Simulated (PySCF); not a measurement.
Compound: C₆H₈N₂O.
SMILES with atom numbers: `[CH3:1][O:2][c:3]1[cH:4][cH:5][c:6]([CH3:7])[n:8][n:9]1` (hydrogens: H10, H11, H12 on C1; H13 on C4; H14 on C5; H15, H16, H17 on C7)

Method: TDDFT B3LYP/def2-SVPD, vertical, gas phase, core orbitals frozen in the response in PySCF. Isolated species at its GFN2-xTB geometry (one conformer only). Torsions of this conformer, `[CH3:1][O:2][c:3]1[cH:4][cH:5][c:6]([CH3:7])[n:8][n:9]1`: C1–O2–C3–C4 180°.

Frontier orbitals with the atoms that hold most of them (Löwdin shares over 4%, at most four atoms; ? is withheld):

```
orbital  ε (eV)                            atoms
 LUMO+2    0.47  C5 17%, C7 15%, H14 13%, C4 11%
 LUMO+1   -0.54   C6 21%, C3 20%, N8 11%, C5 11%
   LUMO   -1.51                                ?
   HOMO       ?                                ?
 HOMO-1   -6.95   O2 25%, C6 15%, N9 14%, N8 12%
 HOMO-2   -8.50    C5 32%, C4 25%, N9 12%, C6 8%
 HOMO-3   -8.97     N9 37%, N8 28%, C7 9%, C6 8%
```

(1) Which atoms hold the HOMO, and with what shares?

(2) Which atoms hold the LUMO, and with what shares?

(3) What is the HOMO energy, and the HOMO–LUMO gap?

Answers

(1) N8 (bonded to C and N) 41%; N9 (bonded to C and N) 34%; C6 (bonded to 2 C and N) 8%; C3 (bonded to C, N and O) 7%. By element: nitrogen 74%, carbon 15% or more.

(2) C4 (bonded to 2 C and H) 22%; C5 (bonded to 2 C and H) 21%; N8 (bonded to C and N) 18%; N9 (bonded to C and N) 17%. By element: carbon 44% or more, nitrogen 35%.

(3) ε(HOMO) = -6.28 eV; the gap is 4.78 eV (0.1755 hartree).

The HOMO–LUMO gap is 4.78 eV. Where does the response calculation put the lowest singlet, and from which orbitals?

S1 is at 3.49 eV (f = 0.0029), 1.28 eV below the gap, made of HOMO→LUMO (100%). Without the coupling terms of the response equations the lowest excitation would equal the gap.

One configuration dominates each of S1, S2, S3 and S4. Which, and how do the shares of the two leading atoms of either orbital change from the occupied to the empty one?

- S1 (3.49 eV, f 0.0029), HOMO→LUMO (100%): N8 41% → 18%, N9 34% → 17%, C4 at most 8% → 22%, C5 at most 8% → 21%
- S2 (4.41 eV, f 0.0000), HOMO→LUMO+1 (100%): N8 41% → 11%, N9 34% → at most 11%, C6 8% → 21%, C3 7% → 20%
- S3 (4.85 eV, f 0.039), HOMO-1→LUMO (93%): O2 25% → at most 17%, C6 15% → at most 17%, C4 at most 13% → 22%, C5 at most 13% → 21%
- S4 (5.94 eV, f 0.132), HOMO-1→LUMO+1 (74%): O2 25% → at most 11%, C6 15% → 21%, C3 at most 13% → 20%

Hardware: one thread of an Arm Neoverse V2, no GPU, shared host with 32 logical CPUs at a one-minute load of 18. Cost: 50 s wall, 0.96 GiB resident at most.
